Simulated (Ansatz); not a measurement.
Ansatz (a first-principles code) input:

Ansatz 0.2 input:
```yaml
crystal:
  periodic: [false, false, false]
  atoms:
    - {symbol: Zr, position_ang: [0.06422498, 0.21438028, 0.09000312]}
    - {symbol: F, position_ang: [1.58486189, -0.69147257, -0.44163610]}
    - {symbol: F, position_ang: [-0.81867249, -0.74462496, 1.40009749]}
    - {symbol: F, position_ang: [-1.05163377, 0.48329629, -1.35847528]}
basis:
  gaussian:
    orbitals: def2-SVPD
total_charge: 1
magnetization: {spin_polarized: false}
correlation: {method: ccsd_t, electrons: outside_noble_gas}
```

**Question.** What final total energy does it print?

**Answer.** -345.26091 Eh (CCSD(T)/def2-SVPD). The basis has 103 functions.

The spin state was set by rule; other spins were not relaxed.
